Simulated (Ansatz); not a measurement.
Total energies of SiH2Me(NCO) (C₂H₅NOSi) from Ansatz at r2SCAN-D4/def2-TZVPD, gas phase (1 Eh = 27.2114 eV = 2625.5 kJ/mol). The reference geometry is relaxed at PBE-D4/def2-SVP.

| state | geometry | energy (Eh) |
| --- | --- | --- |
| charge 0 singlet | reference | -498.70108 |
| charge -1 doublet | reference | -498.66900 |
| free Si atom (triplet) | – | -289.34127 |
| free H atom (doublet) | – | -0.49993 |
| free C atom (triplet) | – | -37.83299 |
| free N atom (quartet) | – | -54.58108 |
| free O atom (triplet) | – | -75.05928 |

Problem. Work out the vertical electron affinity, to the doublet.

Solution. E(charge 0 singlet) − E(charge -1 doublet) = -498.70108 − (-498.66900) = -0.03208 Eh = -0.87 eV; negative, so the extra electron isn't bound.

Problem. What is the binding energy per atom against free atoms?

Solution. Atoms: 1 × (-289.34127) + 5 × (-0.49993) + 2 × (-37.83299) + 1 × (-54.58108) + 1 × (-75.05928) = -497.14726 Eh. Binding: -497.14726 − (-498.70108) = 1.55382 Eh = 42.28 eV, or 4.23 eV for each of 10 atoms (no zero-point energy, no counterpoise term).

At r2SCAN-D4/def2-TZVPD the highest occupied level of the charge -1 doublet lies above zero (up to 2.10 eV). By energy differences it is unbound by 0.87 eV (vertical, against the charge 0 singlet, at r2SCAN-D4/def2-TZVPD) and held by the finite basis.
